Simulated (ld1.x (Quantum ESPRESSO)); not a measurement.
## germanium (Ge): excitation energies, all-electron against TM

```
Element                 : germanium
Generator               : ld1.x (Quantum ESPRESSO) 7.5
Type                    : norm-conserving Troullier–Martins (Kleinman–Bylander form)
Functional              : Wu–Cohen
Relativity              : scalar-relativistic
Frozen core             : [Ar] 3d10
Valence charge          : 4
Reference configuration : 4s2 4p2
Partial waves           : 4p (bound): rc 2.35 bohr; 4d channel at 0.15 Ry: rc 2.50 bohr; 4s (bound): rc 1.60 bohr
Local potential         : the s channel
Core correction         : none
```

Energies are relative to the spin-unpolarised reference configuration 4s2 4p2; without spin polarisation the order of configurations can differ from experiment.

(1) Give the all-electron excitation energy and the error of the potential for: 4s2 4p1; 4s2 4p0; 4s1 4p0; 4s2 4p2.3; 4s0 4p4; 4s2 4p1.5; 4s1 4p3.

Levels in the configuration 4s2 4p2.3:

| level | all-electron (eV) | pseudo (eV) |
| --- | --- | --- |
| 4s | -9.671 | -9.670 |
| 4p | -2.011 | -2.009 |

## Answers

(1)

```tsv
valence configuration	charge	ΔE all-electron (eV)	error AE − PS (meV)
4s2 4p1	+1	7.462	-6.7
4s2 4p0	+2	22.943	-36
4s1 4p0	+3	57.799	-24
4s2 4p2.3	-0.3	-0.881	-0.1
4s0 4p4	0	16.264	+42
4s2 4p1.5	+0.5	2.806	-1.5
4s1 4p3	0	8.007	+9.4
```
